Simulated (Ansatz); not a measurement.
Reaction R1 → P1 + P2, each structure at its B3LYP-D3(BJ)/def2-TZVP stationary point, reached from a drawn start (curvature not checked).
R1: F2OZr (SMILES [O]=[Zr]([F])[F]), charge 0, multiplicity 1.
P1, FOZr (SMILES [O]=[Zr][F]) (charge 0, multiplicity 2):
```json
[
 {"atom": "Zr", "x (Å)": "0.0589", "y (Å)": "0.0058", "z (Å)": "-0.7127"},
 {"atom": "O", "x (Å)": "1.4555", "y (Å)": "-0.0063", "z (Å)": "0.3236"},
 {"atom": "F", "x (Å)": "-1.5144", "y (Å)": "0.0006", "z (Å)": "0.3891"}
]
```
P2: F atom, charge 0, multiplicity 2.

P less R. No zero-point or thermal terms; singlets are restricted closed shells; open shells are unrestricted; no spin–orbit coupling. The spin states of the d-block species are the ones drawn and need not be the lowest.

Correlated levels freeze the cores.

The values were computed with Ansatz (Gaussian orbitals). No computed number here is a measurement. Elements past Kr take the def2 small-core potentials, without spin–orbit coupling.

PBE/def2-TZVPP gives 152.25 kcal/mol for the reaction energy.

Where do these levels fall relative to PBE: r2SCAN/def2-TZVPP, B3LYP/def2-TZVPP, wB97M-V/def2-TZVPP, B2PLYP/def2-TZVPP, MP2/def2-QZVPP, CCSD(T)/def2-QZVPP.

r2SCAN/def2-TZVPP -2.27; B3LYP/def2-TZVPP -4.70; wB97M-V/def2-TZVPP 0.31; B2PLYP/def2-TZVPP -2.10; MP2/def2-QZVPP 8.99; CCSD(T)/def2-QZVPP 0.88 kcal/mol. 3 of 6 lie above PBE; the widest gap is to MP2/def2-QZVPP.

Ansatz is a quantum-chemistry and plane-wave program.
